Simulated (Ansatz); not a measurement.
```xyz
8

C     0.312   -0.944   -0.102
O    -0.011   -0.371    1.138
Ge   -0.577    1.301    1.439
O    -0.604    1.976   -0.218
H     0.626   -1.978    0.061
H    -0.547   -0.961   -0.785
H     1.139   -0.418   -0.596
H    -0.338    1.395   -0.936
```

Total charge 0; spin multiplicity 1.

Question: List the r2SCAN/def2-TZVPP orbital energies in eV (Ansatz 0.2.0). (Best estimate.)

Answer: Ansatz gave: Occupied: -10834.51, -1349.52, -1199.61, -1199.56, -1199.53, -515.86, -515.79, -274.48, -167.71, -117.52, -117.40, -117.26, -30.84, -30.80, -30.72, -30.61, -30.52, -26.43, -25.58, -17.79, -13.83, -12.57, -11.53, -11.33, -9.26, -8.30, -7.42, -7.21, -6.93. Lowest empty: -2.23, 0.07, 0.66, 2.07, 2.83, 3.13, 3.17, 3.81.
